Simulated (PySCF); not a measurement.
**Fractional electron number in Os⁺ (osmium, charge +1)**

The 6s alpha orbital of [Xe] 4f14 5d6 6s1 is emptied in steps (occupation f), with all orbitals relaxed, ending at [Xe] 4f14 5d6. Computed with PySCF 2.14 in aug-cc-pVTZ-PP with ECP60MDF (6s6p5d3f2g, 88 functions), with scalar relativity through the core potential. The exact energy is a straight line in f; departures are measured from the line between the end points of the same method.

| f | UHF (eV) |
| --- | --- |
| 1 | 0.000 |
| 0.8 | 0.048 |
| 0.6 | 0.071 |
| 0.4 | 0.069 |
| 0.2 | 0.045 |
| 0 | 0.000 |

Task: For UHF, how does the orbital energy at f = 1 compare with the removal energy?

Result: −ε = 16.331 eV against a total-energy difference of 16.025 eV. By Janak's theorem ε = ∂E/∂f, so the gap between them reflects the curvature. Along the path −ε is 16.200 (f = 0.8), 16.077 (f = 0.6), 15.961 (f = 0.4), 15.851 (f = 0.2) eV.

Reference removal energy between the ground levels: 17 ± 1 eV (semi-empirical (NIST evaluation); NIST Atomic Spectra Database, ionization energies). The calculation has no spin-orbit coupling. UHF lacks correlation.
